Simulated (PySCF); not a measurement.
CH3Cl2NSi2. Atoms are numbered in the order given.

```xyz
9

Cl     1.4261    -0.1192     1.6782
Si     0.2299     0.0200     0.0000
Cl     1.4261    -0.1192    -1.6782
N     -0.7369     1.5349     0.0000
C     -1.9423     1.0729     0.0000
Si    -1.9351    -0.8676     0.0000
H     -2.7985     1.7749     0.0000
H     -2.5013    -1.5188    -1.2175
H     -2.5013    -1.5188     1.2175
```
Charge 0, spin multiplicity 1.

Coordinates come from a B3LYP-D3(BJ)/def2-SVP optimisation. This is a generated structure with no PubChem entry under its InChIKey; it may be hypothetical.

Method: PBE/def2-TZVP (PySCF).

Symmetry labels are those of the subgroup Cs that the program uses (full group Cs).

Computed valence orbital energies around the gap with their symmetry:
```
orbital  symmetry  energy (eV)
-------  --------  -----------
HOMO−7         A"        -9.43
HOMO−6         A'        -9.02
HOMO−5         A"        -8.69
HOMO−4         A'        -8.48
HOMO−3         A"        -8.15
HOMO−2         A"        -7.90
HOMO−1         A'        -7.13
HOMO           A'        -5.99
LUMO           A"        -2.78
LUMO+1         A'        -1.73
LUMO+2         A"        -1.25
LUMO+3         A'        -1.01
```
